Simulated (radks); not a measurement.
Initial-state core-level shifts of the iron ion Fe+ when its valence configuration changes from [Ar] 3d6 4s1. All-electron calculation, Dirac Kohn-Sham, LDA (Slater exchange, Perdew-Wang correlation), spin-unpolarised, spherical densities, point nucleus; open shells fill j = l - 1/2 first. Program: a radial shooting solver on a logarithmic mesh with Libxc functionals. Shifts are changes of the shell-averaged eigenvalues in eV (positive: less bound).

| valence | 1s | 2p | 3s | 3p |
|---|---|---|---|---|
| 3d5.5 4s1 4p0.5 | -3.915 | -4.261 | -3.830 | -3.733 |
| 3d5.5 4s1.5 | -3.192 | -3.568 | -3.110 | -3.015 |
| 3d7 | +5.311 | +5.913 | +5.350 | +5.196 |
| 3d5 4s1 4p1 | -8.142 | -8.901 | -7.878 | -7.673 |
| 3d5 4s2 | -6.732 | -7.538 | -6.477 | -6.279 |
| 3d6 4p1 | -1.432 | -1.361 | -1.434 | -1.431 |
| 3d5 4p2 | -9.477 | -10.193 | -9.210 | -8.997 |
| 3d5 4s1.5 4p0.5 | -7.446 | -8.228 | -7.187 | -6.984 |
| 3d4 4s1 4p2 | -17.436 | -19.207 | -16.485 | -16.034 |
